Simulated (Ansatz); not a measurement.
Ansatz results at the PBE0-D4/def2-TZVP geometry: HOMO–LUMO gap (PBE0/def2-TZVPP) 6.99 eV; LUMO energy (PBE0/def2-TZVPP) 0.51 eV; LUMO energy (B3LYP/def2-TZVPP) 0.26 eV.

(1) Which molecule gave them?
A. `C/C([SiH3])=C\N`
B. `CC(C)=N[SiH3]`
C. `C[C@H]1N[Si@H]1C`
D. `[SiH3][Al]1[O][SiH2]1`

Results:

(1) C. The others give `[SiH3][Al]1[O][SiH2]1`: 4.32, -1.82, -1.97; `CC(C)=N[SiH3]`: 6.22, -0.57, -0.80; `C/C([SiH3])=C\N`: 6.60, 0.60, 0.35.

B3LYP here is the variant with VWN-RPA as its local correlation; programs differ in this.
